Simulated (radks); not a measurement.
Dipole-allowed excitations along the series with 11 electrons in [Ne] 3s1. Calculated with a radial shooting solver on a logarithmic mesh with Libxc functionals: non-relativistic Kohn-Sham, LDA (Slater exchange, Perdew-Wang correlation), spin-polarised, spherical densities, point nucleus; open shells are filled with parallel spins first. Time-dependent linear response with the Hartree and adiabatic LDA kernel, continuum included through the Sternheimer equations. Lines are the poles of the dipole polarisability below minus the highest occupied eigenvalue, found on a grid refined at the orbital gaps; the lowest seven at most are given, and weak or close lines can be missed. The first line takes the name of the lowest orbital gap if no other gap lies below it; otherwise a line is named after a gap within 0.6 % of it, if that gap stands alone.

| species | -e(HOMO) (eV) | lowest orbital gap (eV) | first line (eV) | f | strongest line (eV) | its f | static alpha (bohr^3) |
|---|---|---|---|---|---|---|---|
| Se23+ | 1003.9 | 3s-3p 47.979 | 51.322 (3s-3p) | 0.252 | 491.45 (3s-4p) | 0.305 | 0.07373 |
| Br24+ | 1083.9 | 3s-3p 49.926 | 53.401 (3s-3p) | 0.244 | 528.60 (3s-4p) | 0.311 | 0.06588 |
| Kr25+ | 1166.9 | 3s-3p 51.873 | 55.478 (3s-3p) | 0.236 | 567.09 (3s-4p) | 0.316 | 0.05912 |
